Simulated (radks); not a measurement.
Valence configurations of Co2+ (all share [Ar]). Calculated with a radial shooting solver on a logarithmic mesh with Libxc functionals: scalar-relativistic Kohn-Sham, SCAN, spin-polarised, spherical densities, finite nucleus; open shells are filled with parallel spins first; meta-GGA in the generalised Kohn-Sham scheme; Fermi nuclear charge, rms radius 3.7875 fm. Energies are relative to 3d7; eigenvalues in eV for spin up.

valence          E (eV)  moment (Bohr magnetons)    e(3d)    e(4p)    e(4s)
3d7               0.000                        3  -28.682        -        -
3d6.5 4s0.5       2.091                        4  -32.188        -  -22.735
3d5.5 4s1 4p0.5  11.093                        6  -40.322  -18.554  -26.253
3d5 4s1 4p1      18.691                        7  -44.943  -19.917  -27.945
3d5 4s0.5 4p1.5  22.680                        7  -45.567  -20.189  -28.128
3d5 4p2          26.633                        7  -46.170  -20.435        -
3d4.5 4s0.5 4p2  36.122                        7  -49.915  -21.487  -29.778
3d4.5 4p2.5      40.253                        7  -50.509  -21.734        -

NIST lists [Ar] 3d7 as the ground configuration; this level of theory agrees among the configurations tried. The energies are those of spherical high-spin densities, not of single terms. No valid solution was reached for [Ar] 3d6 4s1; [Ar] 3d5 4s2.
